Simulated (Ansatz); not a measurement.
Ca2F5⁻, relaxed as a singlet with RKS PBE0-D4/def2-SVPD in Ansatz, starting from the GFN2-xTB geometry. Force threshold 0.02 eV/Å.

The structure comes from a short search, and lower isomers may exist.

Start:

Cartesian coordinates in Å:
```
Ca -1.1303 -0.9425 -0.1190
Ca 1.1397 0.9339 0.1205
F 0.1463 -0.3784 1.5187
F -0.9185 1.1857 -0.4294
F -2.6169 -2.1493 -0.2794
F 0.7856 -0.8317 -1.0861
F 2.5942 2.1823 0.2746
```

| step | energy (eV) | largest force component (eV/Å) | SCF passes |
| --- | --- | --- | --- |
| 1 | -50439.4555 | 2.185 | 15 |
| 2 | -50439.8596 | 0.533 | 19 |
| 3 | -50439.9022 | 0.158 | 19 |
| 4 | -50439.9125 | 0.025 | 21 |
| 5 | -50439.9126 | 0.003 | 22 |

Force components are those of the run's own axes.

End:

```xyz
7

Ca   -1.143   -0.947   -0.121
Ca    1.143    0.946    0.121
F     0.152   -0.386    1.584
F    -0.975    1.235   -0.452
F    -2.733   -2.261   -0.290
F     0.824   -0.850   -1.132
F     2.731    2.263    0.289
```

By distances, no bond broke or formed. The bond that changes most is Ca1–F5, from 1.92 to 2.07 Å (atoms count from 1).

No frequencies were taken in this run, so the end may be a saddle point.

Hardware: 4 threads of Arm Neoverse V1 on a shared host. Wall time 22 s, peak host memory 0.55 GiB.
